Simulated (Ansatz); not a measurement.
Cd₄⁻ was relaxed with PBE0 (def2-SVPD) in Ansatz in these states: charge -1 doublet, charge -1 quartet. The geometries follow in no particular order.

In the def2 sets Cd takes a core potential; there is no spin–orbit coupling.

A:

```xyz
4

Cd    0.638   -0.711    1.788
Cd   -0.637    0.711   -1.788
Cd   -0.096   -1.878   -0.766
Cd    0.096    1.878    0.766
```

B:

| atom | x (Å) | y (Å) | z (Å) |
| --- | --- | --- | --- |
| Cd1 | 0.356 | 0.552 | 1.350 |
| Cd2 | -0.352 | -0.551 | -1.352 |
| Cd3 | -1.148 | 2.474 | -0.709 |
| Cd4 | 1.144 | -2.475 | 0.711 |

Question: Judge from the bond lengths which geometry belongs to which state (an estimate).

Answer: A is the charge -1 quartet (Cd1–Cd2 4.054 Å, Cd1–Cd4 2.835 Å, Cd2–Cd3 2.835 Å); B is the charge -1 doublet (Cd1–Cd2 3.003 Å, Cd1–Cd4 3.193 Å, Cd2–Cd3 3.193 Å).

At PBE0/def2-SVPD the highest occupied level of the charge -1 quartet lies above zero (up to 0.24 eV). It is a level of α spin, whose loss leaves a triplet; that state wasn't run at this geometry and level. The electron is either unbound and held by the finite basis, or the level is raised by self-interaction error. At PBE0/def2-SVPD the highest occupied level of the charge -1 doublet lies above zero (up to 0.43 eV). By energy differences its removal costs 0.77 eV (vertical, to the charge 0 singlet, at PBE0/def2-TZVPD). At PBE0/def2-TZVPD a doublet lies 1.35 eV below the charge -1 quartet. These are the stationary points nearest to one start from a short search; other shapes may lie lower in each state.
